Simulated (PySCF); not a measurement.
**BeSn: frontier orbitals**

PBE at R = 2.363 Å; PySCF, scalar-relativistic core potentials, basis sets Be aug-cc-pVDZ, Sn aug-cc-pVDZ-PP with ECP28. State: ³Σ⁻ (triplet), unpaired electrons π ↑↑. Only the outer orbitals are listed, counted within each symmetry, core potentials removing the inner ones.

```
spin  orbital  occ.  ε (eV)  on Be (%)            main shells (%)
   α       5σ     1  -11.28         27   73 Sn s, 17 Be s, 9 Be p
   α       6σ     1   -6.33         60  62 Be s, 29 Sn p, 11 Sn s
   α       3π     1   -4.43         24           75 Sn p, 24 Be p
   α       3π     1   -4.43         24           75 Sn p, 24 Be p
   α       7σ     0   -3.65         74  44 Be p, 29 Be s, 24 Sn p
   α       4π     0   -1.72         71           71 Be p, 24 Sn p
   α       4π     0   -1.72         71           71 Be p, 24 Sn p
   β       5σ     1  -10.31         41  62 Sn s, 26 Be s, 13 Be p
   β       6σ     1   -5.79         75   77 Be s, 17 Sn p, 9 Sn s
   β       7σ     0   -3.64         64  50 Be p, 31 Sn p, 13 Be s
   β       3π     0   -3.29         37           63 Sn p, 36 Be p
   β       3π     0   -3.29         37           63 Sn p, 36 Be p
```

Which are the highest filled and the lowest empty level, where do they sit, and how wide is the gap?

Highest filled α 3π at -4.43 eV (in %: 75 Sn p, 24 Be p); lowest empty α 7σ at -3.65 eV (in %: 44 Be p, 29 Be s, 24 Sn p); the gap at PBE is 0.78 eV.

```
bond order (Mayer)                               : 1.37
⟨S²⟩                                             : 2.029
charge on Be (Mulliken, basis-dependent)         : -0.50
charge on Be (Löwdin, basis-dependent)           : -0.05
dipole moment (positive dipole means Be(−)Sn(+)) : -0.91 D
polarisability along the bond                    : 140.9 bohr³
polarisability across the bond                   : 89.6 bohr³
```

Spin–orbit coupling is left out. The state is the lowest determinant that a PBE0 search found; another state may lie lower at other levels.
